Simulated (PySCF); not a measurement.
A side-by-side comparison of computed properties.

First species: C6H8F2O.
Geometry (GFN2-xTB, Å), atoms numbered from 1 in this order:
```xyz
17
C6H8F2O angstrom
C      0.1047    1.2468   -0.8459
C     -0.0559    0.1834    0.1901
C      0.9117   -0.6394    0.5797
C      2.3138   -0.6158    0.0537
F      3.0368   -1.6273    0.5905
F      2.9693    0.5310    0.3986
C     -1.4416    0.0487    0.7554
C     -2.4281   -0.5252   -0.2325
O     -2.2108   -0.8019   -1.3753
H      1.1384    1.3712   -1.1494
H     -0.4960    0.9860   -1.7170
H     -0.2595    2.1992   -0.4638
H      0.7430   -1.3896    1.3377
H      2.3810   -0.7086   -1.0430
H     -1.4511   -0.5941    1.6386
H     -1.8317    1.0252    1.0583
H     -3.4308   -0.6775    0.2144
```

Second species: C6H8F2O.
SMILES with atom numbers: `[CH3:1][C:2]1=[CH:3][CH2:4][O:5][C@:6]1([F:7])[CH2:8][F:9]` (hydrogens: H10, H11, H12 on C1; H13 on C3; H14, H15 on C4; H16, H17 on C8)

Levels: PBE0/pcSseg-1 for dipole moment, HOMO energy, LUMO energy and HOMO–LUMO gap; GFN2-xTB for rotational constant A and rotational constant C. Geometries: GFN2-xTB. Each species is one conformer at its optimised geometry, gas phase, non-relativistic unless stated. Electronic properties by PySCF.

Dipoles, sizes and rotational constants follow the conformer. The torsions of the flexible species, by atom-mapped SMILES:
- `[CH3:1]/[C:2](=[CH:3]\[CH:4]([F:5])[F:6])[CH2:7][CH:8]=[O:9]`: C2–C3–C4–F5 -176°, C1–C2–C7–C8 70°, C2–C7–C8–O9 -4°
- `[CH3:1][C:2]1=[CH:3][CH2:4][O:5][C@:6]1([F:7])[CH2:8][F:9]`: O5–C6–C8–F9 -79°

| property | column X | column Y |
| --- | --- | --- |
| dipole moment | 1.93 D | 3.07 D |
| HOMO energy | -7.63 eV | -7.51 eV |
| LUMO energy | -0.08 eV | -0.95 eV |
| HOMO–LUMO gap | 7.55 eV | 6.56 eV |
| rotational constant A | 1.948 GHz | 3.307 GHz |
| rotational constant C | 1.397 GHz | 0.719 GHz |

Question: Which column belongs to which species?

Answer: Column X is the second species and column Y the first. The first has 17 atoms and 70 electrons, the second 17 and 70.

Question: How does each property change from the first species to the second?

Answer: dipole moment -1.14 D; HOMO energy -0.12 eV; LUMO energy +0.87 eV; HOMO–LUMO gap +0.99 eV; rotational constant A -1.359 GHz; rotational constant C +0.678 GHz.

On the first: The dipole equals about 10.2 × 10⁻³⁰ C·m (1 D = 3.33564 × 10⁻³⁰ C·m). A dipole of 3.07 D is allowed in C1, and pure rotational transitions are dipole-allowed.

On the second: A dipole of 1.93 D is allowed in C1, and pure rotational transitions are dipole-allowed. The dipole matches unit charges of opposite sign 0.40 Å apart (1 e·Å = 4.8032 D).
